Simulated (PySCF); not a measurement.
## A ladder for the ionisation energy of Ca

Ca [Ar] 4s2 (1S) → Ca⁺ [Ar] 4s1 (2S). Scalar values calculated with PySCF 2.14 in aug-cc-pwCVTZ-X2C with one added diffuse shell each of s, p, d, f type (spin-free X2C; valence and next inner shell: [Ne] frozen; valence: [Ar] frozen; all electrons: nothing frozen). The spin-orbit shift comes from two-component X2C-1e calculations (generalised Hartree-Fock, GHF, and MP2 on its spinors, GMP2) in x2c-QZVPPall-2c: GMP2 gives 5.959 eV without and 5.959 eV with screened spin-orbit coupling, a shift of 0.000 eV (GHF: 0.000 eV). Sums use unrounded values; where a UHF row is shifted, it takes the GHF shift.

| method | scalar (eV) | plus spin-orbit shift (eV) | error (eV) |
| --- | --- | --- | --- |
| UHF | 5.137 | 5.137 | -0.976 |
| MP2 (valence and next inner shell) | 5.969 | 5.969 | -0.145 |
| SCS-MP2 (valence and next inner shell) | 6.022 | 6.022 | -0.091 |
| CCSD (valence and next inner shell) | 6.019 | 6.019 | -0.094 |
| CCSD(T) (valence and next inner shell) | 6.085 | 6.085 | -0.028 |
| LDA | 6.240 | 6.240 | 0.127 |
| PBE | 6.093 | 6.093 | -0.020 |
| PBE0 | 6.015 | 6.015 | -0.098 |
| r2SCAN | 5.827 | 5.827 | -0.286 |
| BP86 | 6.209 | 6.209 | 0.096 |
| B3LYP | 6.167 | 6.167 | 0.054 |
| PW91 | 6.124 | 6.124 | 0.011 |
| PBEsol | 6.045 | 6.045 | -0.069 |
| MP2 (valence) | 5.692 | 5.692 | -0.421 |
| SCS-MP2 (valence) | 5.803 | 5.803 | -0.310 |
| MP2 (all electrons) | 5.972 | 5.972 | -0.141 |
| SCS-MP2 (all electrons) | 6.025 | 6.025 | -0.088 |
| CCSD (valence) | 5.918 | 5.918 | -0.195 |
| CCSD(T) (valence) | 5.918 | 5.918 | -0.195 |
| CCSDT (valence) | 5.918 | 5.918 | -0.195 |
| FCI (valence) | 5.918 | 5.918 | -0.195 |

Reference: 6.113 eV (measured; NIST Atomic Spectra Database, ionization energies).

The errors of the correlated levels include the incompleteness of the basis and the frozen core, so a lower level can come closer by cancellation.
